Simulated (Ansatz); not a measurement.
Ideal-gas functions of C2HCl2F3 (`FC(F)(F)C(Cl)Cl`) at 800 K and 1 bar, from an Ansatz frequency run at PBE0-D4/def2-TZVP.

Molar mass 152.93 g/mol, point group Cs (symmetry number 1), electronic degeneracy 1, moments of inertia 241.691, 300.04, 447.882 u Å². Harmonic wavenumbers (cm⁻¹, unscaled): 72, 184, 211, 262, 357, 382, 529, 563, 679, 780, 851, 891, 1163, 1216, 1239, 1297, 1341, 3151.

Use S(trans) = R[1.5 ln M + 2.5 ln T − 1.1517]; rotational temperatures θ = 24.2544 K / I; S(rot) = R[ln(√π/σ · √(T³/θAθBθC)) + 1.5]; for each mode x = 1.438777 ν̃/T, S = R[x/(eˣ − 1) − ln(1 − e⁻ˣ)] and H = RT x/(eˣ − 1); 1 cm⁻¹ = 0.0119627 kJ/mol; R = 8.31446 J/(mol·K).

**Question.** By hand: the entropy, in J/(mol·K).

**Answer.** Translation 192.1. Rotation: θ = 0.1004, 0.0808, 0.0542 K, giving 132.7. Vibration, mode by mode: 25.32, 17.55, 16.42, 14.65, 12.14, 11.60, 9.04, 8.56, 7.15, 6.15, 5.54, 5.23, 3.55, 3.29, 3.18, 2.93, 2.76, 0.19, in all 155.2. Electronic 0.0. Sum 480.0 J/(mol·K).

**Question.** By hand: H − E and G − E in kJ/mol, counted from the electronic energy.

**Answer.** Zero-point energy ½ × 15168 × 0.0119627 = 90.7; thermal vibration 60.6; translation, rotation and pV give 4 RT = 26.6. H − E = 177.9 kJ/mol, and G − E = 177.9 − 800 × 480.0/1000 = -206.1 kJ/mol.

Vibration gives 32 % of the entropy, 25.3 J/(mol·K) of it from the mode under 150 cm⁻¹: soft modes count most, and the harmonic formula is weakest for them.
